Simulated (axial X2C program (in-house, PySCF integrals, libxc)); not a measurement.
**Low determinants of ZnB at the PBE0 level, 2c**

All values were computed with an in-house all-electron X2C program for linear molecules (integrals from PySCF). Two-component (2c) means X2C with spin–orbit coupling and atomic mean-field two-electron Coulomb and Gaunt terms. Basis: Zn dyall-cv3z [9s10p6d3f2g], B dyall-v3z [7s6p2d1f] (cores contracted in-house); Gaussian nuclei, density fitting, unrestricted open shells. Masses: Zn 63.929 u, B 11.009 u.

Search at 2.221 Å (vertical energies from the lowest determinant):

| ΔE (eV) | state | electrons beyond evenly filled partner blocks | electrons in ±ω = 1/2, 3/2, 5/2, 7/2 |
| --- | --- | --- | --- |
| 0.00 | Ω = 1/2 | ω = 1/2 | 25 8 2 0 |
| 0.01 | Ω = 3/2 | ω = 3/2 | 24 9 2 0 |
| 1.47 | Ω = 5/2 | 2 × ω = 1/2, ω = 3/2 | 24 9 2 0 |
| 2.03 | Ω = 3/2 | 3 × ω = 1/2 | 25 8 2 0 |
| 2.04 | Ω = 1/2 | 2 × ω = -1/2, ω = 3/2 | 24 9 2 0 |
| 2.68 | Ω = 1/2 | ω = 1/2 | 23 10 2 0 |

Lowest determinant, Ω = 1/2 (⟨Sz⟩ = -0.50, ⟨Lz⟩ = 1.00 at PBE0): Re = 2.207 Å, ωe = 327.3 cm⁻¹.

The determinant in row 2 of the search, Ω = 3/2 (⟨Sz⟩ = 0.50, ⟨Lz⟩ = 1.00 at PBE0), was followed along the bond at PBE0; measured from the minimum of the lowest determinant it gives:

Te = 0.010 eV (79 cm⁻¹), Re = 2.213 Å, ωe = 324.4 cm⁻¹.

Compare the bond of the determinant in row 2 with that of the lowest one.

At PBE0 its Re is 0.006 Å longer and its force constant, which goes as ωe², is 0.98 times that of the lowest determinant. T0 ≈ Te + Δωe/2 = 79 + (-1) = 78 cm⁻¹.

The search compares states at one distance, so a state with another bond length can lie lower; it is not exhaustive and yields mostly the lowest determinant of each block pattern, so other components and higher states of one pattern are missing. These are energies of single determinants, not of spin-adapted states; PBE0 term energies can be off by some tenths of an eV, and the functional has no current term.
